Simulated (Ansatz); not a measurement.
Energy needed to pull apart BH2SClO (SMILES OB(S)Cl), singlet, into free ground-state atoms, from the structure below (displaced at random from its PBE0-D4/def2-TZVP minimum); no zero-point or spin–orbit terms; open-shell atoms are treated unrestricted, in their ground-state multiplicity.

O1  (0.367, 0.911, -0.591)
B2  (-0.209, -0.223, -0.078)
S3  (0.290, -0.830, 1.428)
Cl4  (-1.507, -1.114, -0.984)
H5  (-0.011, 1.126, -1.514)
H6  (1.181, 0.221, 1.720)
(Å)

Computed with Ansatz 0.2.0 (basis: def2-TZVPP); correlated methods freeze the cores.

| method | atomization energy (eV) |
| --- | --- |
| PBE-D4 | 23.68 |
| r2SCAN-D4 | 23.26 |
| PBE0-D4 | ? |
| wB97M-V | 23.17 |
| HF | 16.37 |
| MP2 | ? |
| CCSD | 21.73 |
| CCSD(T) | 22.21 |

(1) What does MP2 give? (To be estimated.)

(2) What does PBE0-D4 give? (An estimate is asked for; the value comes from the calculation.)

No T1 diagnostic of these runs exceeds 0.013.

Results:

(1) By the calculation: 23.06 eV, which is about 0.84 eV more than CCSD(T)/def2-TZVPP.

(2) Computed: 23.06 eV, which is about 0.85 eV more than CCSD(T)/def2-TZVPP.

In triple zeta the MP2 and coupled-cluster atomization energies are still short of their basis limit by a few kcal/mol a bond, whereas those of the functionals are nearly converged, so these differences are not deviations from converged CCSD(T).

For scale, one of the runs: CCSD(T)/def2-TZVPP forces, 174 basis functions (an equivalent command: `ansatz run in.yaml --threads 4`). Hardware: 4 CPU threads, shared host. Wall time 56 s; peak host memory 3 GiB.
